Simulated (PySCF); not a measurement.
AlBFH4, AlBF2H3 (calculated)

Computed with PySCF 2.14.0. Calculation on a computer-drawn molecule: optimised geometry and harmonic frequencies of an isolated molecule of the commonest isotopes, restricted reference for singlets and unrestricted otherwise, frozen core in MP2.

Common to all runs: charge -1; multiplicity 1; basis aug-cc-pV(D+d)Z.

(1) AlBFH4

Start structure:
```xyz
7
AlBFH4
F     -1.5862     0.5186    -2.1773
B     -0.6159     0.3588    -1.0918
Al     0.9802    -1.0764    -1.5552
H     -0.0697     1.4452    -0.8371
H     -1.1816    -0.0536    -0.0647
H      2.2071    -1.4346    -0.5239
H      1.2586    -2.0068    -2.8779
```

* method: MP2
* rotational constants: 28.94, 4.031, 3.643 GHz
* total energy: -368.8056 hartree
* convergence status largest gradient component: 2.538e-05 hartree/bohr

Drawn bonds:
```tsv
atom	other atom	order
1	2	1
2	3	1
2	4	1
2	5	1
3	6	1
3	7	1
```

Optimised structure:
```xyz
7
AlBFH4
F     -1.6092     0.5221    -2.1915
B     -0.6039     0.3483    -1.0960
Al     0.9683    -1.0675    -1.5552
H     -0.0493     1.4318    -0.8379
H     -1.1567    -0.0651    -0.0601
H      2.1848    -1.4214    -0.5126
H      1.2584    -1.9971    -2.8746
```

Modes:
```tsv
frequency (cm⁻¹)	reduced mass (dalton)
107.4	1.039
153.6	2.571
212.9	1.226
389.7	2.297
511	2.36
670.8	1.369
814.8	2.037
849	1.687
960.7	1.131
1027	1.288
1150	1.093
1699	1.05
1732	1.034
2317	1.059
2323	1.097
```

(2) AlBF2H3

Start structure:
```xyz
7
AlBF2H3
F     -2.6329     2.1627    -1.2169
B     -1.6168     1.0633    -1.1820
Al    -1.9549     0.1837     0.7008
F     -1.1899    -1.1798     1.3529
H     -1.8906     0.2655    -2.0900
H     -0.5034     1.5165    -1.3002
H     -2.9729     0.5092     1.9115
```

* method: HF

Drawn bonds:
```tsv
atom	other atom	order
1	2	1
2	3	1
3	4	1
2	5	1
2	6	1
3	7	1
```

## Withheld values
1. Estimate the rotational constants of AlBF2H3 (entry 2).

## Answers
1. 21.71, 2.183, 2.016 GHz

Further results for AlBF2H3 (entry 2):

* total energy: -467.3768 hartree
* convergence status largest gradient component: 1.582e-05 hartree/bohr

Optimised structure:
```xyz
7
AlBF2H3
F     -2.5929     2.2344    -1.3562
B     -1.6766     1.1004    -1.1966
Al    -1.9886     0.1555     0.7624
F     -1.1177    -1.1943     1.3009
H     -1.8815     0.2521    -2.0751
H     -0.5005     1.4829    -1.2614
H     -3.0036     0.4900     2.0022
```

Modes:
```tsv
frequency (cm⁻¹)	reduced mass (dalton)
54.26	3.9
116.8	6.246
251.2	11.26
258.9	1.188
479.3	5.024
667.8	1.482
716.5	1.846
757	2.636
875.3	6.183
1023	1.144
1103	1.25
1230	1.095
1742	1.044
2335	1.107
2351	1.046
```
